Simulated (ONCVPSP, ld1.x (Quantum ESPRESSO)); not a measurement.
## Potentials for C compared

Generated with ld1.x 7.5 (TM, RRKJ, ultrasoft, PAW), atompaw 4.2 or ONCVPSP 4.0.1. The cutoff is in Ry: for ld1.x and atompaw files where the sum of valence levels is converged to 10 mRy in a Bessel basis, for ONCV files where the hardest occupied wave has 1 mHa per electron of residual kinetic energy. The error is the largest all-electron minus pseudo excitation energy over each file’s own four to seven test configurations (ionisations up to +4, promotions, holes and added fractions of an electron), all of which were solved. The labels leave out finer settings (local radius, basis sizes, second energies), which also bear on the numbers. Spin-polarised tests are not counted. The rows are a selection from randomly drawn settings: files with unsolved tests, undetermined cutoffs or missed reference levels are left out.

A true bound ghost makes a file unfit for plane-wave use even where its test errors are small: the radial tests pick states by their node count and pass the ghost by.

| potential | cutoff (Ry) | largest error (meV) | bound ghosts |
| --- | --- | --- | --- |
| ultrasoft, BLYP, scalar-relativistic, rc 0.95/1.60 (sp), local smoothed, core correction yes, reference 2s1 2p0 | 30 | +62 | none |
| PAW, PBE, scalar-relativistic, rc 1.25/2.40/2.55 (spd), local smoothed, core correction yes, reference 2s2 2p2 | 10 | -15 | none |
| ONCV, LDA (Perdew-Wang 92), scalar-relativistic, rc 1.00/2.70 (sp), local smoothed, core correction yes, reference 2s2 2p2, qcut 7.7/6, projectors 2/2 | 40 | +1282 | s |

Problem. Fill in the row for C: ONCV, PBE, scalar-relativistic, rc 1.00/1.65/1.35 (spd), local smoothed, core correction yes, reference 2s2 2p1, qcut 6.7/7.3/6, projectors 2/2/2.

Solution. cutoff 40 Ry, largest error +270 meV, bound ghosts: none.

Problem. Fill in the row for C: ONCV, LDA (Perdew-Wang 92), scalar-relativistic, rc 1.30/2.15/2.10 (spd), local smoothed, core correction no, reference 2s2 2p2, qcut 6.3/6.7/4.3, projectors 2/2/2.

Solution. cutoff 35 Ry, largest error +792 meV, bound ghosts: none.
